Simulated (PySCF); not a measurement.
SnClI3, SMILES [Cl][Sn]([I])([I])[I].

Coordinates come from a B3LYP-D3(BJ)/def2-SVP optimisation. The def2 effective core potentials stand for the cores of I, Sn; spin–orbit coupling is left out.

Calculation: TDDFT-PBE/def2-SVPD in PySCF.

Vertical excitations; the highest root listed may be one member of a degenerate set.  State labels are in the subgroup Cs.

Computed lowest excited states:
```json
[
 {"state": "S1", "symmetry": "A\"", "energy (eV)": "2.33", "λ (nm)": "532", "f": "0.000", "main pairs": "HOMO→LUMO 100 %"},
 {"state": "S2", "symmetry": "A'", "energy (eV)": "2.46", "λ (nm)": "505", "f": "0.003", "main pairs": "HOMO−1→LUMO (degenerate set)"},
 {"state": "S3", "symmetry": "A\"", "energy (eV)": "2.46", "λ (nm)": "505", "f": "0.003", "main pairs": "HOMO−2→LUMO (degenerate set)"},
 {"state": "S4", "symmetry": "A\"", "energy (eV)": "2.78", "λ (nm)": "447", "f": "0.012", "main pairs": "HOMO−3→LUMO (degenerate set)"},
 {"state": "S5", "symmetry": "A'", "energy (eV)": "2.78", "λ (nm)": "447", "f": "0.012", "main pairs": "HOMO−4→LUMO (degenerate set)"},
 {"state": "S6", "symmetry": "A'", "energy (eV)": "2.81", "λ (nm)": "441", "f": "0.011", "main pairs": "HOMO−5→LUMO 99 %"},
 {"state": "S7", "symmetry": "A'", "energy (eV)": "3.56", "λ (nm)": "349", "f": "0.028", "main pairs": "HOMO−6→LUMO (degenerate set)"},
 {"state": "S8", "symmetry": "A\"", "energy (eV)": "3.56", "λ (nm)": "349", "f": "0.028", "main pairs": "HOMO−7→LUMO (degenerate set)"},
 {"state": "S9", "symmetry": "A'", "energy (eV)": "4.90", "λ (nm)": "253", "f": "0.021", "main pairs": "HOMO−8→LUMO, HOMO→LUMO+1 (degenerate set)"},
 {"state": "S10", "symmetry": "A\"", "energy (eV)": "4.90", "λ (nm)": "253", "f": "0.021", "main pairs": "HOMO−9→LUMO, HOMO→LUMO+2 (degenerate set)"},
 {"state": "T1", "symmetry": "A\"", "energy (eV)": "2.08", "λ (nm)": "595", "f": "0", "main pairs": "HOMO→LUMO 100 %"},
 {"state": "T2", "symmetry": "A'", "energy (eV)": "2.20", "λ (nm)": "564", "f": "0", "main pairs": "HOMO−1→LUMO (degenerate set)"},
 {"state": "T3", "symmetry": "A\"", "energy (eV)": "2.20", "λ (nm)": "564", "f": "0", "main pairs": "HOMO−2→LUMO (degenerate set)"},
 {"state": "T4", "symmetry": "A\"", "energy (eV)": "2.47", "λ (nm)": "502", "f": "0", "main pairs": "HOMO−3→LUMO 100 %"}
]
```
Triplets are in the Tamm–Dancoff approximation, which puts them higher than full response would, so one can lie above its singlet here.
